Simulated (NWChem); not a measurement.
# TiH$_{2}$SO$_{2}$; SMILES [OH][Ti]([OH])=[S]

```xyz
6

Ti    -0.2621    -0.3317     0.0000
S      0.0852     1.7250     0.0000
O      0.2110    -1.1774    -1.5245
H      0.5134    -0.7322    -2.3372
O      0.2110    -1.1774     1.5245
H      0.5134    -0.7322     2.3372
```
Atoms are numbered in this order, from 1.

Computed with NWChem. Medium grid unless said otherwise, to which SCAN and Minnesota functionals are sensitive. Coordinates come from a PBE-D3(BJ)/def2-SVP optimisation. Hybrids' shares of exact exchange are those that their runs print; pure functionals count as 0. The functionals differ in more than this share.

```
row               share of exact exchange  highest occupied level (eV)
----------------  -----------------------  ---------------------------
MN15-L/def2-SVP                      0.00                        -6.09
B3LYP/def2-SVP                       0.20                     withheld
r2SCAN0/def2-SVP                     0.25                        -7.19
M06-2X/def2-SVP                      0.54                        -8.12
```

**Question.** Fit a straight line of the last column on the one before it, predict the withheld value, and compare with the run.

**Answer.** 
1. Means of the 3 shown rows: x = 0.263, y = -7.133. Slope Σ(x − x̄)(y − ȳ)/Σ(x − x̄)² = -0.5470/0.1461 = -3.745; intercept -6.147.
2. The shown rows scatter about the line by 0.075 (root mean square); the largest residual is -0.11, at r2SCAN0/def2-SVP.
3. At x = 0.20 (B3LYP/def2-SVP; inside the shown range) the line gives -6.90.
4. The run gives -6.64, +0.26 from the line, 3.4 times the scatter.
